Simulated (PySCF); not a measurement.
**Hafnium: a sound run and one with changed settings**

Sound run: Hf²⁺ [Xe] 4f14 5d2, Hf³⁺ [Xe] 4f14 5d1. All numbers are calculated (PySCF 2.14, scalar relativity through the core potential, in def2-TZVP with the def2 core potential (60 electrons)). In the sound run the correlated levels freeze 5s2 5p6 outside the core potential. The sound run starts from symmetry-adapted Hartree-Fock orbitals and uses a fine grid where one is needed.

Changed run: initial guess 1e, at most 50 SCF cycles, level shift 0.5 hartree.

| species | method | sound run (hartree) | changed run (hartree) | converged |
| --- | --- | --- | --- | --- |
| Hf²⁺ | UHF | -46.67490 | -46.63876 | yes |
| Hf²⁺ | LDA | -46.91622 | -46.90070 | no |
| Hf²⁺ | TPSS | -47.08341 | -47.05209 | no |
| Hf²⁺ | MP2 | -46.67736 | -46.64273 | yes |
| Hf³⁺ | UHF | -45.88722 | -45.88722 | yes |
| Hf³⁺ | LDA | -46.09000 | -46.09000 | yes |
| Hf³⁺ | TPSS | -46.26303 | -46.26303 | yes |

Ionisation energy of Hf²⁺:

| method | sound run (eV) | changed run (eV) |
| --- | --- | --- |
| UHF | 21.434 | 20.451 |
| MP2 | 21.501 | 20.559 |
| SCS-MP2 | 21.456 | 20.487 |

The plain start fixes occupations by D2h representation alone, and Hf²⁺ at UHF landed in another state (other ⟨L²⟩ or ⟨S²⟩). A level shift leaves the converged SCF energy unchanged but raises the virtual orbital energies, which shrinks MP2 if it is not removed.

For comparison, NIST gives 22.55 ± 0.04 eV between the lowest levels.
